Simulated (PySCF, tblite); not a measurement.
A set of runs on `C#CB(F)C1=CC[C@@H]1F`; the geometry of each is named by its level. Settings lines and outputs come from a driver script.

Species: C₆H₅BF₂.
SMILES with atom numbers: `[CH:1]#[C:2][B:3]([F:4])[C:5]1=[CH:6][CH2:7][C@@H:8]1[F:9]` (hydrogens: H10 on C1; H11 on C6; H12, H13 on C7; H14 on C8)

Step 1: GFN2-xTB geometry optimisation, gas phase (tblite 0.8.0) (from a force-field or distance-geometry start)
```json
{"job": {"kind": "relax", "xc": "GFN2-xTB", "basis": "xTB"}, "charge": 0, "multiplicity": 1}
```
```
step      E/eV     max force
  0    -706.87930    3.470
  1    -707.11411    7.696
  2    -707.39386    3.009
...
 81    -707.83990    0.018
 82    -707.83992    0.014
 83    -707.83993    0.015
 84    -707.83995    0.012
 85    -707.83995    0.007
```

Energy lowered by 22.2 kcal/mol over 85 steps; largest atomic force 0.007 eV/Å at the end. «max force» is the largest atomic force in eV/Å.

Time: 0.39 s wall. Hardware: an Arm Neoverse V2 with one thread, no GPU, shared host.

Step 2: GFN2-xTB harmonic vibrations, gas phase (tblite 0.8.0) (on the GFN2-xTB geometry)
```json
{"job": {"kind": "ir", "xc": "GFN2-xTB", "basis": "xTB"}, "charge": 0, "multiplicity": 1}
```
```
(table of modes left out)
```

36 modes from 37 to 3363 cm⁻¹ (unscaled, harmonic); zero-point energy 58.1 kcal/mol; all wavenumbers are real at this level.

The run took 0.33 s of wall time on one thread, Arm Neoverse V2 (aarch64), on a shared host.

Step 3: TDDFT wB97X-D/def2-SVPD, vertical, gas phase, core orbitals frozen in the response (PySCF 2.14.0, density-fitted response routines) (on the GFN2-xTB geometry)
```json
{"job": {"kind": "uv", "xc": "wB97X-D", "basis": "def2-SVPD", "nstates": 8, "ntriplets": 3}, "charge": 0, "multiplicity": 1}
```
```
...
Static polarisability (au): isotropic 81.192, principal 55.906 73.983 113.687
Singlet excitations
state   eV       nm        f      main configurations
  1   4.8516    255.6   0.00131   H-1->L 0.86
  2   5.3534    231.6   0.24295   H->L 0.67, H-3->L 0.21
  3   5.5132    224.9   0.12357   H-3->L 0.38, H-2->L 0.30, H->L 0.20
  4   5.9567    208.1   0.00947   H-2->L 0.44, H-3->L 0.29
  5   6.2440    198.6   0.03564   H-4->L 0.81
  6   6.9303    178.9   0.00122   H-2->L+3 0.20, H-2->L+1 0.16, H-5->L 0.15
  7   6.9976    177.2   0.00276   H-5->L 0.69
  8   7.7149    160.7   0.05853   H->L+2 0.30, H-1->L+2 0.13
Triplet excitations (Tamm-Dancoff, eV): 3.5985 4.5198 4.5798
```

HOMO -9.90 eV, LUMO -0.51 eV; lowest singlet 4.85 eV; lowest triplet 3.60 eV (Tamm–Dancoff); mean polarisability 81.2 au.

The run took 53 s of wall time on an Arm Neoverse V2 with one thread, no GPU, shared host, and the process peaked at 0.93 GiB of memory.

Geometry of the electronic-property runs (GFN2-xTB):
```
atom  x, y, z in Å
C1     3.305   -0.047    1.341
C2     2.337    0.525    0.911
B3     1.097    1.217    0.380
F4     1.132    2.519    0.122
C5    -0.218    0.447    0.120
C6    -1.434    0.763   -0.368
C7    -2.034   -0.593   -0.159
C8    -0.625   -1.002    0.334
F9    -0.577   -1.459    1.627
H10    4.151   -0.546    1.717
H11   -1.848    1.662   -0.787
H12   -2.403   -1.111   -1.044
H13   -2.787   -0.639    0.626
H14   -0.098   -1.737   -0.280
```

 (This holds for the electronic-property runs.)

One conformer stands for the species.

The pairwise dispersion term of wB97X-D wasn't added to the energies; at a given geometry it leaves orbitals and properties as they are.
